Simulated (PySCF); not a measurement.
## Telling isomers of C₈H₁₃P apart by NMR

Theoretical values (PySCF): NMR shieldings at PBE0/pcSseg-1/GIAO, GFN2-xTB geometry. Equivalent nuclei averaged, one computed conformer, gas phase, no relativistic terms.

Scale: TMS for $^{1}$H, $^{13}$C (reference shieldings calculated alike). Splittings of carbon signals by F and P are missing where no couplings were computed. Where no couplings were computed, multiplicities follow the n + 1 count of equivalent neighbours, and m marks all less simple cases (inequivalent or close neighbours, rings, F or P nearby). Shifts are as computed. Against solution values, carbons near 30 ppm lie about +3 ppm off and those near 130 ppm about +5 ppm. Of 1211 compounds with measured shifts, 218 miss one by over three times the rms of a fit or turn the order of signals round; such compounds aren't used in these exercises.

(1) Tabulate the signals of `CC#CP1CCCCC1`, `CC#C/P=C(\C)C(C)C` and their relative energies.

(2) What is the quickest way to tell CC#CP1CCCCC1 from CC#C/P=C(\C)C(C)C?

Answers

(1) 
```tsv
SMILES	carbon types	δC	δH	E rel. (kcal/mol)
CC#CP1CCCCC1	2×C 5×CH2 1×CH3	113.4, 84.5, 31.8, 28.7, 27.3, 6.3	2.22 (s, 3H), 2.05 (m, 4H), 1.54 (m, 4H), 1.46 (m, 2H)	0.0
CC#C/P=C(\C)C(C)C	3×C 1×CH 4×CH3	238.0, 122.6, 88.3, 43.3, 25.3, 23.6, 6.8	3.04 (m, 1H), 2.70 (m, 3H), 2.32 (s, 3H), 1.17 (d, 6H)	20.4
```

Energies are electronic energies at PBE0/pcSseg-1 on these geometries, without zero-point or thermal terms, each for the one conformer computed, which needn't be the lowest.

(2) Count the carbon signals: 6 against 7. The first has an sp3 CH2 in a ring at 31.8 ppm, the second a carbon double-bonded to a heavier main-group atom (C) at 238.0 ppm. Their most deshielded carbons lie at 113.4 and 238.0 ppm. In the proton spectra the most deshielded non-exchanging signals are 2.22 (s, 3H) and 3.04 (m, 1H).
